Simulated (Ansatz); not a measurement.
`[SiH2]1[SiH2][GeH2][GeH2][GeH2][GeH2]1`, relaxed with RKS PBE0-D4/def2-TZVP in Ansatz from a GFN2-xTB geometry. The force threshold is 0.005 eV/Å; the program also tests the step.

Total charge 0; spin multiplicity 1.

Start:

```xyz
18

Si    0.192   -0.816    2.054
Si   -0.460   -2.157    0.252
Ge   -1.826   -0.857   -1.178
Ge   -1.045    1.413   -1.355
Ge    1.309    1.533   -0.925
Ge    1.816    0.722    1.284
H    -0.956   -0.020    2.522
H     0.684   -1.545    3.228
H     0.726   -2.541   -0.535
H    -1.129   -3.411    0.612
H    -3.276   -0.829   -0.732
H    -1.986   -1.429   -2.574
H    -1.469    2.135   -2.618
H    -1.745    2.245   -0.293
H     2.000    0.638   -1.941
H     1.914    2.880   -1.264
H     3.213    0.132    1.259
H     2.039    1.907    2.204
```

(1) By how much does the energy fall, and how many steps does the optimiser take? (Best estimate.)

(2) Which bonds change most? (Best estimate.)

(3) Give the relaxed structure. (An estimate is asked.)

## Answers

(1) The calculation gave: 21.31 kJ/mol, in 7 steps.

(2) Ansatz gave: Ge4–Ge5 from 2.395 to 2.425 Å; Ge5–Ge6 from 2.407 to 2.433 Å; Ge3–Ge4 from 2.407 to 2.433 Å; Ge4–H13 from 1.515 to 1.540 Å.

(3) Computed: 
```xyz
18

Si    0.190   -0.788    2.030
Si   -0.451   -2.128    0.227
Ge   -1.847   -0.832   -1.210
Ge   -1.071    1.472   -1.291
Ge    1.336    1.485   -0.998
Ge    1.842    0.757    1.268
H    -0.998   -0.023    2.505
H     0.717   -1.587    3.171
H     0.768   -2.533   -0.526
H    -1.162   -3.362    0.664
H    -3.298   -0.867   -0.691
H    -1.838   -1.424   -2.633
H    -1.494    2.143   -2.611
H    -1.712    2.257   -0.130
H     1.958    0.489   -1.995
H     1.942    2.874   -1.271
H     3.228    0.085    1.293
H     1.891    1.983    2.199
```
